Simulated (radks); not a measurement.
Question: Species: neutral tin. Configuration: [Kr] 4d10 5s2 5p2. All-electron calculation, scalar-relativistic Kohn-Sham, AM05, spin-polarised, spherical densities, finite nucleus; open shells are filled with parallel spins first (spin-orbit coupling, left out, can overturn this in heavy ions); Fermi nuclear charge, rms radius 4.6519 fm. Program: a radial shooting solver on a logarithmic mesh with Libxc functionals. Some entries of the table are withheld. Estimate them.

orbital,occ.,eigenvalue (eV),<r> (bohr)
1s up,1,-28980.39,0.02908
1s down,1,-28980.36,0.02908
2s up,1,-4375.782,0.1256
2s down,1,-4375.771,0.1256
2p up,3,-3929.801,0.1096
2p down,3,-3929.778,0.1096
3s up,1,-843.7867,0.3398
3s down,1,-843.7604,0.3398
3p up,3,-698.0517,0.3380
3p down,3,-698.0222,0.3380
3d up,5,-473.3055,0.3148
3d down,5,-473.2790,0.3147
4s up,1,-133.4607,0.8187
4s down,1,-133.4132,0.8187
4p up,3,-89.3546,0.8862
4p down,3,-89.3030,0.8858
4d up,5,(1),1.103
4d down,5,(2),1.096
5s up,1,-10.9734,2.402
5s down,1,-9.7269,2.379
5p up,2,-4.1232,3.187
5p down,0,-2.8094,3.359

Answer: 
(1) 4d up eigenvalue (eV): -25.7039
(2) 4d down eigenvalue (eV): -25.5497
